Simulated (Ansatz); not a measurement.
`FC(F)=C(F)C(F)(F)F`, relaxed with RKS PBE0-D4/def2-TZVP in the Gaussian-basis code of Ansatz from a PBE-D4/def2-SVP geometry. The force threshold is 0.005 eV/Å; the program also tests the step.

Total charge 0; spin multiplicity 1.

Start:

```xyz
9

F     0.974    0.105    1.904
C     0.804    0.827    0.817
F     1.410    1.996    0.889
C     0.095    0.447   -0.267
F    -0.006    1.282   -1.313
C    -0.640   -0.855   -0.453
F    -0.478   -1.671    0.605
F    -0.196   -1.494   -1.558
F    -1.963   -0.636   -0.623
```

```tsv
step	energy (eV)	largest force (eV/Å)	largest move (Å)
1	-19400.4859	0.767	0.000
2	-19400.5391	0.305	0.021
3	-19400.5456	0.018	0.009
4	-19400.5456	0.011	0.002
5	-19400.5457	0.008	0.012
6	-19400.5457	0.007	0.012
7 (rejected)	-19400.5457	0.010	0.002
8	-19400.5457	0.001	0.001
```

End:

```xyz
9

F     0.992    0.107    1.877
C     0.800    0.817    0.805
F     1.395    1.975    0.872
C     0.090    0.444   -0.251
F    -0.024    1.277   -1.284
C    -0.636   -0.849   -0.447
F    -0.503   -1.656    0.600
F    -0.176   -1.485   -1.528
F    -1.939   -0.630   -0.645
```

Run time 17 s (2 threads of an AMD EPYC 7R13 on a shared host and a share of an NVIDIA H100 80 GB); peak host memory 0.89 GiB.
